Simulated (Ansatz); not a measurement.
Ansatz (a quantum-chemistry and plane-wave program) input (B3LYP-D3(BJ)/def2-TZVP):

Ansatz 0.2 input:
```yaml
crystal:
  periodic: [false, false, false]
  atoms:
    - {symbol: O, position_ang: [-2.04279526, 0.32540858, 0.37222167]}
    - {symbol: C, position_ang: [-0.91094984, 0.14476247, 0.17267461]}
    - {symbol: B, position_ang: [0.52835344, -0.08507232, -0.08236576]}
    - {symbol: F, position_ang: [1.30219670, 0.87390404, -0.58340490]}
    - {symbol: F, position_ang: [1.09955687, -1.25735488, 0.18152490]}
basis:
  gaussian:
    orbitals: def2-TZVP
hamiltonian:
  xc: b3lyp
  dispersion: d3bj
magnetization: {spin_polarized: true, initial_magnetization: 1}
relax: {f_tol: 0.002, max_steps: 150}
```

End of the output:

```
integrals: 0.05 GiB planned
812 factors; their error is unknown
mean field: 0.68 GiB planned
mean field -9199.84559280 eV, -338.0880896560 hartree, gradient 1.3e-5 eV, S^2 0.751973; 0 other end points of the search recorded, 0 dependent functions left out
the calculation of the forces begins
reference -9199.84580403 eV, -338.0880974186 hartree; 19, 18 occupied and 136, 137 virtual orbitals, 812 factors
relax step   4: F+E_penalty+E_count = -9199.95664338 eV  Δ(F+E_penalty+E_count) = -5.880e-3 eV  max|allowed force component| = 4.045e-2 eV/Å  Δτ_max = 0.0154 Å  (37 SCF iters, accepted)
these checks for a lower state are left out or cut short: starts, cluster_reference, orbital_swaps, neighbouring_geometries, increment
integrals: 0.05 GiB planned
812 factors; their error is unknown
mean field: 0.68 GiB planned
mean field -9199.84561214 eV, -338.0880903669 hartree, gradient 1.0e-5 eV, S^2 0.751973; 0 other end points of the search recorded, 0 dependent functions left out
the calculation of the forces begins
reference -9199.84582336 eV, -338.0880981291 hartree; 19, 18 occupied and 136, 137 virtual orbitals, 812 factors
relax step   5: F+E_penalty+E_count = -9199.95665855 eV  Δ(F+E_penalty+E_count) = -1.517e-5 eV  max|allowed force component| = 9.854e-3 eV/Å  Δτ_max = 0.0008 Å  (31 SCF iters, accepted)
these checks for a lower state are left out or cut short: starts, cluster_reference, orbital_swaps, neighbouring_geometries, increment
integrals: 0.05 GiB planned
812 factors; their error is unknown
mean field: 0.68 GiB planned
mean field -9199.84562007 eV, -338.0880906583 hartree, gradient 2.9e-5 eV, S^2 0.751974; 0 other end points of the search recorded, 0 dependent functions left out
the calculation of the forces begins
reference -9199.84583130 eV, -338.0880984207 hartree; 19, 18 occupied and 136, 137 virtual orbitals, 812 factors
relax step   6: F+E_penalty+E_count = -9199.95666048 eV  Δ(F+E_penalty+E_count) = -1.935e-6 eV  max|allowed force component| = 6.076e-3 eV/Å  Δτ_max = 0.0003 Å  (27 SCF iters, accepted)
these checks for a lower state are left out or cut short: starts, cluster_reference, orbital_swaps, neighbouring_geometries, increment
integrals: 0.05 GiB planned
812 factors; their error is unknown
mean field: 0.68 GiB planned
mean field -9199.84562225 eV, -338.0880907382 hartree, gradient 2.6e-5 eV, S^2 0.751973; 0 other end points of the search recorded, 0 dependent functions left out
the calculation of the forces begins
reference -9199.84583347 eV, -338.0880985007 hartree; 19, 18 occupied and 136, 137 virtual orbitals, 812 factors
relax step   7: F+E_penalty+E_count = -9199.95666078 eV  Δ(F+E_penalty+E_count) = -2.999e-7 eV  max|allowed force component| = 5.066e-4 eV/Å  Δτ_max = 0.0001 Å  (26 SCF iters, accepted)
integrals: 0.05 GiB planned
812 factors; their error is unknown
mean field: 0.68 GiB planned
mean field evaluation 64: about -9199.7882 eV, gradient 3.3e0 eV
mean field -9199.84562225 eV, -338.0880907382 hartree, gradient 2.6e-5 eV, S^2 0.751973; 3 other end points of the search recorded, 0 dependent functions left out
the calculation of the forces begins
reference -9199.84583347 eV, -338.0880985007 hartree; 19, 18 occupied and 136, 137 virtual orbitals, 812 factors
Total energy: -9199.95687201 eV, -338.0921790916 hartree
Atom 0 at    -2.035387     0.323540     0.370729 Å, force     0.000048     0.000036    -0.000012 eV/Å
Atom 1 at    -0.908853     0.144250     0.171814 Å, force    -0.000204    -0.000099     0.000063 eV/Å
Atom 2 at     0.548945    -0.087805    -0.085648 Å, force     0.000507     0.000283    -0.000213 eV/Å
Atom 3 at     1.289661     0.895174    -0.587462 Å, force    -0.000254    -0.000445     0.000212 eV/Å
Atom 4 at     1.081997    -1.273511     0.191218 Å, force    -0.000097     0.000224    -0.000050 eV/Å
Dipole moment:    -0.097130     0.015451     0.017157 e Å
```

It need not be the lowest isomer of its formula.
